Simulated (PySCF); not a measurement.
# Bonding in `C#C[Si@@H]1C=C(COC)[SiH2]O1`

C₆H₁₀O₂Si₂.
SMILES with atom numbers: `[CH:1]#[C:2][Si@@H:3]1[CH:4]=[C:5]([CH2:6][O:7][CH3:8])[SiH2:9][O:10]1` (hydrogens: H11 on C1; H12 on Si3; H13 on C4; H14, H15 on C6; H16, H17, H18 on C8; H19, H20 on Si9)

Cartesian coordinates in Å at the GFN2-xTB level; atoms count from 1:
```xyz
20
C6H10O2Si2 angstrom
C      4.678    0.045    0.896
C      3.805    0.038    0.070
Si     2.478    0.051   -1.221
C      0.980    1.070   -0.697
C     -0.112    0.321   -0.540
C     -1.464    0.799   -0.133
O     -2.323   -0.319   -0.167
C     -3.632   -0.041    0.248
Si     0.142   -1.523   -0.874
O      1.738   -1.415   -1.261
H      5.439    0.043    1.623
H      3.003    0.309   -2.559
H      0.976    2.140   -0.536
H     -1.833    1.586   -0.814
H     -1.439    1.228    0.883
H     -4.188   -0.973    0.175
H     -4.103    0.716   -0.394
H     -3.655    0.318    1.285
H     -0.538   -2.016   -2.064
H      0.042   -2.364    0.311
```

Bond orders from the PBE0/pcSseg-1 density (PySCF). The structure is a single GFN2-xTB conformer in the gas phase; no vibrational or solvent corrections.

(1) How far do the computed orders between heavy atoms stray from the drawn ones?

(2) Give the Mayer order of every bond, beside its length.

Results:

(1) The largest departure is 0.463, at C1–C2 (drawn triple, 2.537). Drawn single, order below 0.88: C2–Si3 (0.878), Si3–C4 (0.873) and C5–Si9 (0.813). Drawn double or triple, more than 0.30 short of the drawn order: C1–C2 (2.537).

(2) 
| bond | drawn as | length (Å) | Mayer order |
| --- | --- | --- | --- |
| C1–C2 | triple | 1.202 | 2.537 |
| C2–Si3 | single | 1.851 | 0.878 |
| Si3–C4 | single | 1.886 | 0.873 |
| C4–C5 | double | 1.334 | 1.886 |
| C5–C6 | single | 1.490 | 1.012 |
| C6–O7 | single | 1.410 | 0.905 |
| O7–C8 | single | 1.402 | 0.925 |
| C5–Si9 | single | 1.891 | 0.813 |
| Si9–O10 | single | 1.646 | 0.913 |
| O10–Si3 | single | 1.643 | 0.969 |
| C1–H11 | single | 1.052 | 1.087 |
| Si3–H12 | single | 1.460 | 0.916 |
| C4–H13 | single | 1.082 | 0.957 |
| C6–H14 | single | 1.104 | 0.930 |
| C6–H15 | single | 1.104 | 0.928 |
| C8–H16 | single | 1.088 | 0.972 |
| C8–H17 | single | 1.098 | 0.960 |
| C8–H18 | single | 1.098 | 0.960 |
| Si9–H19 | single | 1.456 | 0.929 |
| Si9–H20 | single | 1.456 | 0.931 |

By pair of heavy elements: C–C: lowest C5–C6 (1.012, 1.490 Å), highest C1–C2 (2.537, 1.202 Å). C–Si: lowest C5–Si9 (0.813, 1.891 Å), highest C2–Si3 (0.878, 1.851 Å). C–O: lowest C6–O7 (0.905, 1.410 Å), highest O7–C8 (0.925, 1.402 Å). O–Si: lowest Si9–O10 (0.913, 1.646 Å), highest O10–Si3 (0.969, 1.643 Å).

Q: Sum the orders of all bonds at each heavy atom with more than one neighbour and set the sums beside the valence in the SMILES.

A: C1 3.624 (drawn 4), C2 3.415 (drawn 4), Si3 3.636 (drawn 4), C4 3.716 (drawn 4), C5 3.711 (drawn 4), C6 3.775 (drawn 4), O7 1.830 (drawn 2), C8 3.817 (drawn 4), Si9 3.586 (drawn 4), O10 1.882 (drawn 2). Orders between atoms that aren't bonded are not in these sums.

Mayer orders depend on the basis set.

The run behind these numbers computed NMR shieldings as well. On one thread of an Arm Neoverse N1, shared host with 64 logical CPUs at a one-minute load of 59, this took 92 s and 1.1 GiB of memory at its peak.
